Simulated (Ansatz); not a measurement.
Reaction (cleavage of the Si–Al bond): `O[SiH](O)[AlH2]` + `N[SiH](F)F` → `O[SiH](O)N[SiH](F)F` + `[AlH3]`

Program: Ansatz. Geometries: PBE0-D4/def2-TZVP. ΔE: electronic, gas phase. CBS: MP2 limit from def2 TZ/QZ plus the TZ coupled-cluster correction, frozen cores. This one scheme is used for every species. DFT in def2-TZVPP. One conformer a species, not always the lowest.

`O[SiH](O)[AlH2]`:

Cartesian coordinates in Å:
```
O 0.142 1.617 -1.092
Si 0.529 0.638 0.186
O 1.946 -0.189 -0.039
Al -1.323 -0.946 0.647
H -0.215 1.208 -1.882
H 0.848 1.592 1.275
H 1.938 -0.948 -0.623
H -1.720 -2.007 -0.479
H -2.144 -0.965 2.008
```

`N[SiH](F)F`:

Z-matrix (Å, degrees):
```
Si
F 1 1.586
F 1 1.591 2 104.6
N 1 1.684 2 108.1 3 122.7
H 1 1.470 2 111.4 3 -115.3
H 4 1.006 1 121.4 2 160.3
H 4 1.007 1 122.6 2 -42.8
```

`O[SiH](O)N[SiH](F)F`:

```xyz
12

O     0.258   -2.048    1.261
Si    0.426   -1.124   -0.072
O    -0.949   -1.203   -0.957
N     0.613    0.506    0.431
Si   -0.449    1.785    0.090
F     0.289    3.133    0.486
F    -0.746    1.832   -1.473
H     0.260   -3.000    1.152
H     1.594   -1.584   -0.861
H    -0.957   -0.790   -1.823
H     1.414    0.737    1.003
H    -1.753    1.758    0.763
```

`[AlH3]`:

Z-matrix (Å, degrees):
```
Al
H 1 1.586
H 1 1.586 2 120.0
H 1 1.586 2 120.0 3 -179.9
```

CCSD(T)/CBS gives -1.09 eV.

Another level gave -1.16 eV. Which?
A. r2SCAN/def2-TZVPP
B. ωB97M-V/def2-TZVPP
C. HF/def2-TZVPP
D. CCSD(T)/def2-TZVPP

B. ωB97M-V -1.16, HF/def2-TZVPP -1.24, CCSD(T)/def2-TZVPP -1.11, r2SCAN -1.05 eV.

Largest T1 diagnostic among the species: 0.013.

From PBE to PBE0 (25 % exact exchange), in def2-TZVPP and without D4, ΔE moves by −0.12 eV. In def2-TZVPP, CCSD(T) changes the Hartree–Fock value by +0.13 eV (the triples alone add +0.02 eV) and MP2 by +0.06 eV. The D4 term adds −0.09 eV with B3LYP and −0.05 eV with PBE0; it sums over pairs of atoms, weighted by their polarisabilities, and B3LYP, whose exchange is more repulsive, gets the larger term.

B3LYP here is the variant with VWN-RPA as its local correlation; programs differ in this.
